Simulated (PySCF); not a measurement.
## Electron correlation in Ar⁺ (argon, charge +1)

[Ne] 3s2 3p5, 2P determinant. Computed with PySCF 2.14 in dyall-av3z (19s12p3d2f, 84 functions), with the non-relativistic Hamiltonian (point nucleus). Frozen: [Ne]; 7 electrons correlated; the 26 highest virtual orbitals of each spin left out.

```
  level  correlation energy (mhartree)
   CCSD                        -194.78
    (T)                          -5.42
CCSD(T)                        -200.20
```

Diagnostics: T1 = 0.0063, D1 = 0.0212, largest double amplitude 0.040.

Cost of the coupled-cluster step: about 8 core-seconds, for 7 correlated electrons.

Iterations:

```
CC2 = 0
CCSD nocc = (np.int64(4), np.int64(3)), nmo = (53, 53)
frozen orbitals [[0, 1, 2, 3, 4, 58, 59, 60, 61, 62, 63, 64, 65, 66, 67, 68, 69, 70, 71, 72, 73, 74, 75, 76, 77, 78, 79, 80, 81, 82, 83], [0, 1, 2, 3, 4, 58, 59, 60, 61, 62, 63, 64, 65, 66, 67, 68, 69, 70, 71, 72, 73, 74, 75, 76, 77, 78, 79, 80, 81, 82, 83]]
max_cycle = 100
direct = 0
conv_tol = 1e-08
conv_tol_normt = 1e-06
diis_space = 8
diis_start_cycle = 0
Init t2, MP2 energy = -0.171458723835598
Init E_corr(UCCSD) = -0.171458723836209
cycle = 1  E_corr(UCCSD) = -0.189731615940349  dE = -0.0182728921  norm(t1,t2) = 0.034803
cycle = 2  E_corr(UCCSD) = -0.193335151076023  dE = -0.00360353514  norm(t1,t2) = 0.0108285
cycle = 3  E_corr(UCCSD) = -0.194833411275232  dE = -0.0014982602  norm(t1,t2) = 0.00425947
cycle = 4  E_corr(UCCSD) = -0.19477556697227  dE = 5.7844303e-05  norm(t1,t2) = 0.000486441
cycle = 5  E_corr(UCCSD) = -0.194774213417083  dE = 1.35355519e-06  norm(t1,t2) = 7.80753e-05
cycle = 6  E_corr(UCCSD) = -0.194775449524444  dE = -1.23610736e-06  norm(t1,t2) = 1.98587e-05
cycle = 7  E_corr(UCCSD) = -0.194775431569401  dE = 1.79550434e-08  norm(t1,t2) = 4.98084e-06
cycle = 8  E_corr(UCCSD) = -0.194775412275504  dE = 1.92938966e-08  norm(t1,t2) = 1.20245e-06
cycle = 9  E_corr(UCCSD) = -0.194775415243574  dE = -2.96806976e-09  norm(t1,t2) = 3.26397e-07
UCCSD converged
E(UCCSD) = -526.4768080201393  E_corr = -0.1947754152435738
UCCSD(T) correction = -0.00542093818182634
```
